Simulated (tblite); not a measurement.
Species: C₄H₉F₃Si.
Z-matrix (Å and degrees, GFN2-xTB geometry), rows numbered from 1:
```
C 
C   1  1.5208
C   2  1.5188  1  111.88
F   3  1.3798  2  108.38  1  -178.69
F   3  1.3767  2  109.39  1    68.77
Si  3  1.9417  2  118.27  1   -55.43
C   6  1.9132  3  103.74  2  -166.24
F   7  1.3813  6  109.93  3  -179.63
H   1  1.0877  2  110.79  3    65.02
H   1  1.0870  2  110.21  3   -55.35
H   1  1.0866  2  110.00  3  -174.98
H   2  1.0933  1  110.10  3   120.42
H   2  1.0910  1  110.75  3  -119.87
H   6  1.4612  3  108.39  2    75.88
H   6  1.4627  3  107.84  2   -47.97
H   7  1.0941  6  112.79  3    61.69
H   7  1.0940  6  112.53  3   -61.23
```

Method: GFN2-xTB as coded in tblite; computed harmonic values from a numerical Hessian at the method's own geometry, unscaled. Errors from tens to a few hundred cm⁻¹ against measured bands are possible. Modes of hydrogen on silicon can be 10 to 20 % off. One conformer, not necessarily the lowest.

Harmonic wavenumbers (cm⁻¹): 36.6, 68.4, 76.1, 92.9, 177.9, 198.9, 217.1, 250.4, 292.8, 395.0, 409.8, 462.0, 486.6, 568.9, 602.5, 708.2, 716.2, 738.8, 757.8, 812.7, 933.4, 958.9, 1024.9, 1034.2, 1109.1, 1125.5, 1164.7, 1189.9, 1246.0, 1270.7, 1327.7, 1413.8, 1424.1, 1469.7, 1495.5, 1496.5, 2286.4, 2300.3, 2943.1, 2948.9, 2975.3, 2997.9, 3033.8, 3047.9, 3051.0.

A = 2851, B = 910.0, C = 809.8 MHz; mass 142.043 u (most abundant isotopes); point group C1, symmetry number 1.

Task: Zero-point energy?

Result: Half the sum of the wavenumbers: 26669 cm⁻¹ = 319.03 kJ/mol.

Task: Entropy at 273.15 K, 1 bar (ideal gas, RRHO, classical rotation)?

Result: Translation 168.85, rotation 121.98, vibration 127.94: S = 418.8 J/(mol K).

Task: And Cp and H(273.15 K) − H(0)?

Result: Cp = 156.24 J/(mol K), of which vibrations give 122.99 (their classical limit is 45 R = 374.2); H(273.15 K) − H(0) = 26.95 kJ/mol without the zero-point energy, 17.87 from vibrations.

Task: What must be added to the electronic energy to get the Gibbs energy at 273.15 K and 1 bar?

Result: ZPE + [H(273.15 K) − H(0)] − T·S = 319.03 + 26.95 − 114.39 = 231.59 kJ/mol.

Task: How do the functions run with temperature in this model?

Result: 
```
 T (K)  S (J/(mol K))  Cp (J/(mol K))  H − H(0) (kJ/mol)  G − H(0) (kJ/mol)  ln q(vib)
   150          341.3           106.7              10.73             -40.46       3.86
   250          405.3           147.1              23.44             -77.89       6.85
298.15          432.9           165.9              30.98             -98.08       8.24
   400          486.8           202.1              49.76            -144.96      11.08
   600          579.6           255.8              95.91            -251.86      16.36
   900          693.8           306.3             180.88            -443.52      23.52
```

q(vib) and H(0) count from the zero-point level.

Task: Blend soft modes into free rotors: weight 1/[1 + (100 cm⁻¹/ν̃)⁴] for the oscillator and the rest for a rotor with moment μB/(μ + B), μ = h/(8π²ν), B = 10⁻⁴⁴ kg m². What vibrational entropy results?

Result: 115.07 J/(mol K) in place of 127.94, which changes −T·S at 273.15 K by +3.52 kJ/mol.

Task: Which modes carry the vibrational entropy at 273.15 K?

Result: 36.6 cm⁻¹: 22.01; 68.4 cm⁻¹: 16.85; 76.1 cm⁻¹: 15.97; 92.9 cm⁻¹: 14.34; 177.9 cm⁻¹: 9.15; 198.9 cm⁻¹: 8.30 J/(mol K); the other 39 give 41.32 together.

Hindered rotation and anharmonicity are outside this model. Other conformers, if any are populated, would add a mixing term that is left out. The structure is chiral; the term R ln 2 for an equal mix with its mirror image is left out.
